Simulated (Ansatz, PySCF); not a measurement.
Spin states of O2Ru (SMILES [O]=[Ru]=[O]), each relaxed with B3LYP-D3(BJ)/def2-TZVP.
State 1 (charge 0, multiplicity 1):
```xyz
3

Ru     0.14609    -0.04425     0.15593
O      1.15992     0.24015    -1.14317
O     -1.33928    -0.14863     0.91692
```
State 2 (charge 0, multiplicity 5):
| atom | x (Å) | y (Å) | z (Å) |
|---|---|---|---|
| Ru | 0.3813 | -0.1340 | 0.4243 |
| O | 0.9014 | 0.2631 | -1.1612 |
| O | -1.3160 | -0.0818 | 0.6666 |

Singlets are restricted, other states unrestricted; no spin–orbit coupling, no relativity up to Kr; see below for the cores. The largest T1 diagnostic is 0.096.

Codes used: Ansatz (Gaussian orbitals); PySCF for the dispersion terms. Values without a source in brackets are computed. In def2 rows elements past Kr take small-core potentials, without spin–orbit coupling.

| level | energy of the multiplicity-5 state less that of the multiplicity-1 state (kcal/mol) |
|---|---|
| PBE-D4/def2-TZVPP | 18.89 |
| B97M-V/def2-TZVPP | 12.48 |
| r2SCANh/def2-TZVPP | [?] |
| PBE0/def2-TZVPP | 15.98 |
| PBE0-D3(BJ)/def2-TZVPP | 15.96 |
| PBE0-D4/def2-TZVPP | 15.96 |
| BHLYP/def2-TZVPP | 13.90 |
| BHLYP-D4/def2-TZVPP | 13.87 |
| wB97X-V/def2-TZVPP | [?] |

Question: Complete the blanks.

Answer: 
- r2SCANh/def2-TZVPP, energy of the multiplicity-5 state less that of the multiplicity-1 state (kcal/mol): 6.81
- wB97X-V/def2-TZVPP, energy of the multiplicity-5 state less that of the multiplicity-1 state (kcal/mol): 24.56

Ansatz is a first-principles code.
